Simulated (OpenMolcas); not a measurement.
**C+, Si+, Ge+, Sn+, Pb+: ns² np down the group**

| Property | Result |
| --- | --- |
| Program | OpenMolcas |
| Method | CASSCF |
| Basis | ANO-R2 |
| Scalar Hamiltonian | X2C, finite nucleus |
| Spin-orbit coupling | RASSI with atomic mean-field integrals over the reference wave functions, term energies averaged over their components |

Active space for each ion: 3 electrons in 4 orbitals (s p).

Computed levels in cm-1 above ²P°_1/2:

```csv
Level,C+,Si+,Ge+,Sn+,Pb+
²P°_3/2,56.6,258,1597,3791,12399
weight of ²P° in the lowest level (%),100,100,100,100,100
```

Measured, with the error of the calculation in %. Measured levels: C+, Si+, Ge+, Sn+, Pb+ from NIST Handbook of Basic Atomic Spectroscopic Data.

```
  Level            C+          Si+          Ge+           Sn+            Pb+
²P°_3/2  63.4 (-10.7)  287 (-10.3)  1767 (-9.7)  4251 (-10.8)  14081 (-11.9)
```

The fine-structure level ²P°_3/2 changes by a factor of 219 from C+ to Pb+.

Without dynamic correlation excited terms often stand tens of per cent too high (terms of higher spin than the ground term too low), and those without a measured partner can miss by more than the paired ones (holds for C+; Si+; Ge+). Some high roots are left out of the spin-orbit mixing, which shifts the levels that they would mix with (holds for Ge+; Pb+). Computed and measured levels are paired by configuration, term and J; levels that our copy of the source lacks, or whose pairing is in doubt (as where it misses far off the trend of its configuration), stay unpaired and out of the deviations. Levels of configurations outside the active space are missing.

° marks odd parity.
